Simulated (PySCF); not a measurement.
## Electron correlation in O⁺ (oxygen, charge +1)

[He] 2s1 2p3 3d1, high-spin 6D determinant (an excited configuration). All numbers are calculated (PySCF 2.14, no relativity, point nucleus, in aug-cc-pwCVTZ (7s6p4d2f, 59 functions)). Frozen: nothing; 7 electrons correlated.

```
  level  correlation energy (mhartree)
   CCSD                         -93.11
    (T)                          -0.32
CCSD(T)                         -93.43
```

Diagnostics: T1 = 0.0015, D1 = 0.0040, largest double amplitude 0.015.

The outer electron is Rydberg-like, and this basis confines it to a smaller radius and binds it less than a complete one would.

Cost of the coupled-cluster step: about 4 core-seconds, for 7 correlated electrons.
